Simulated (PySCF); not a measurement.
Gas-phase reaction: 2 GeI₂ + 2 O = GeI₄ + GeO₂

Method: PySCF energies (xtb for GFN2) plus ideal-gas RRHO corrections (1 bar). † marks an energy on the PBE0/def2-TZVP geometry and frequencies; other levels use their own. MP2 and CCSD(T) freeze the core. Open shells (unrestricted): O (multiplicity 3); the rest are closed-shell singlets. GFN2 has no spin-polarisation term. Spin-orbit splitting is ignored; it lowers the true energy and changes the entropy of O. B3LYP is the form with VWN-RPA correlation. I: scalar-relativistic def2 core potential, no spin-orbit coupling. Ge: all electrons, no relativistic terms. GeO₂: computed as isolated molecules; such fragments, hydroxides, amides, oligomers or adducts are transient or little studied in the gas. MP2 isn't extrapolated to the basis-set limit. CCSD(T) isn't extrapolated to the basis-set limit. Warning, large T1 diagnostic: GeO₂ (CCSD(T)/def2-SVP†).

```json
[
 {"level": "B3LYP/def2-TZVP†", "ΔH°(298 K), kJ": "-684"},
 {"level": "BLYP/def2-TZVP†", "ΔH°(298 K), kJ": "[?]"},
 {"level": "CCSD(T)/def2-SVP†", "ΔH°(298 K), kJ": "-661"},
 {"level": "GFN2-xTB", "ΔH°(298 K), kJ": "[?]"},
 {"level": "HF/def2-TZVP†", "ΔH°(298 K), kJ": "-225"},
 {"level": "M06-2X/def2-TZVP†", "ΔH°(298 K), kJ": "-747"},
 {"level": "MP2/def2-SVP†", "ΔH°(298 K), kJ": "-784"},
 {"level": "MP2/def2-TZVPP†", "ΔH°(298 K), kJ": "-883"},
 {"level": "PBE0/def2-SVP†", "ΔH°(298 K), kJ": "[?]"},
 {"level": "PBE0/def2-TZVP", "ΔH°(298 K), kJ": "-711"},
 {"level": "ωB97X-V/def2-TZVP†", "ΔH°(298 K), kJ": "[?]"}
]
```

**Question.** What belongs in the gaps?

**Answer.** 
- BLYP/def2-TZVP†, ΔH°(298 K), kJ: -727
- GFN2-xTB, ΔH°(298 K), kJ: -1354
- PBE0/def2-SVP†, ΔH°(298 K), kJ: -679
- ωB97X-V/def2-TZVP†, ΔH°(298 K), kJ: -762
